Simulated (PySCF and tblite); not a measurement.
The numbers below are computed, except where a source is named.
System: C₈H₆O₂, numbered as in [cH:1]1[cH:2][o:3][c:4](-[c:5]2[cH:6][cH:7][cH:8][o:9]2)[cH:10]1.

Motion: rotation about the C4–C5 bond (torsion O3–C4–C5–C6 from 0° to 180°, rising). GFN2-xTB gives an electronic barrier of 5.6 kcal/mol and a reaction energy of 0.8 kcal/mol.

revPBE/pcSseg-1 + D3(BJ) on GFN2-xTB geometries gives 5.3 kcal/mol and k(298 K) = 7.6×10⁸ s⁻¹.

(1) What does revPBE/pcSseg-1 + D3(BJ), IEF-PCM dimethylsulfoxide give on GFN2-xTB geometries?

Programs: tblite and PySCF.

Answers

(1) A barrier of 5.0 kcal/mol, 0.3 below the first DFT barrier (from unrounded values), a reaction energy of 1.0 kcal/mol and, with GFN2-xTB thermal terms, ΔG‡(298 K) = 5.4 kcal/mol and k = 1.3×10⁹ s⁻¹ (2 equivalent paths).
